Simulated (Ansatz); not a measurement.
FH2MoNS2 (`[NH2][Mo]([F])(=[S])=[S]`) from Hartree–Fock to CCSD(T)

| atom | x (Å) | y (Å) | z (Å) |
| --- | --- | --- | --- |
| N1 | -0.3984 | 0.6586 | 0.9210 |
| Mo2 | 0.2476 | -0.2907 | -0.5904 |
| F3 | 0.7043 | 0.8816 | -1.9408 |
| S4 | 1.9260 | -1.3872 | 0.0226 |
| S5 | -1.2794 | -1.5782 | -1.2274 |
| H6 | 0.1798 | 0.9044 | 1.7116 |
| H7 | -1.3798 | 0.8115 | 1.1034 |

The species carries charge 0 and has multiplicity 1. Correlated methods include outer-core shells of Mo, which these sets cover unevenly. Mo takes the def2 core potential. All single points use the PBE0-D4/def2-TZVP geometry. It is one conformer, not always the lowest. Frozen core, restricted reference, Ansatz.

```json
{"basis": "def2-SVP", "HF (Eh)": "-1017.32498", "MP2 corr.": "-1.09072", "CCSD corr.": "-1.03185", "(T)": "-0.06127", "CCSD(T) total": "-1018.41810"}
{"basis": "def2-TZVPP", "HF (Eh)": "-1017.82790", "MP2 corr.": "?", "CCSD corr.": "-1.37596", "(T)": "?", "CCSD(T) total": "?"}
{"basis": "def2-QZVPP", "HF (Eh)": "?", "MP2 corr.": "?", "CCSD corr.": "–", "(T)": "–", "CCSD(T) total": "–"}
```

(1) Fill in the withheld values. (An estimate is asked.)

## Answers

(1) The calculation gave: def2-TZVPP MP2 corr.: -1.44541; def2-TZVPP (T): -0.09195; def2-TZVPP CCSD(T) total: -1019.29581; def2-QZVPP HF (Eh): -1017.86237; def2-QZVPP MP2 corr.: -1.56163.
